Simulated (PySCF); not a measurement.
BH₂O₂, SMILES O[B]O (connectivity only; charge and spin as stated), charge +1, multiplicity 1.

Coordinates come from a B3LYP-D3(BJ)/def2-TZVP optimisation. The spin state was assumed, not searched. The isomer is the one that the SMILES or the coordinates give; other isomers of the formula were not compared. The values are those of a single conformer.

Two levels are set side by side: TDDFT-PBE/def2-SVPD (PySCF) and ADC(2)/aug-cc-pVDZ (PySCF). Vertical, same geometry; the bases differ. Differences are taken from unrounded values.

```json
[
 {"quantity": "lowest singlet excitation (eV)", "TDDFT-PBE": "9.28"}
]
```

### Question
These are the TDDFT-PBE values. What does ADC(2) give? (The exact figures need the calculation; the answer reports its results.)

### Answer

```json
[
 {"quantity": "lowest singlet excitation (eV)", "ADC(2)": "9.90", "TDDFT-PBE minus ADC(2)": "-0.63"}
]
```

Functionals without exact exchange tend to place singlet excitations lower, as here. Differences between two approximate levels are no errors against the true value.
